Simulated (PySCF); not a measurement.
B(H)(Et)(vinyl) (C4H9B), SMILES C(=C)BCC.

Geometry optimised at PBE0-D3(BJ)/def2-SVP. This is a generated structure with no PubChem entry under its InChIKey; it may be hypothetical. The values are those of a single conformer.

Two levels are set side by side: PBE/def2-TZVP (PySCF) and M06-2X/def2-TZVP (PySCF). Same geometry, gas phase. Differences are taken from unrounded values.

| quantity | PBE |
|---|---|
| orbital gap (eV) | 4.25 |
| highest occupied level (eV) | -6.84 |
| lowest empty level (eV) | -2.59 |
| dipole moment (D) | 0.81 |
| mean polarisability (bohr³) | 65.8 |

Task: These are the PBE values. What does M06-2X give? (The exact figures need the calculation; the answer reports its results.)

Result: 
```csv
quantity,M06-2X,PBE minus M06-2X
orbital gap (eV),8.48,-4.23
highest occupied level (eV),-9.19,2.35
lowest empty level (eV),-0.71,-1.87
dipole moment (D),0.69,0.12
mean polarisability (bohr³),62.7,3.2
```

Without exact exchange PBE keeps part of each electron's self-repulsion, which lifts occupied levels and narrows the gap. Loosely held outer electrons make PBE densities more polarisable. Differences between two approximate levels are no errors against the true value.

Rough cost on one machine, each run with all the roots and properties that it gave: M06-2X against PBE about 3 times.
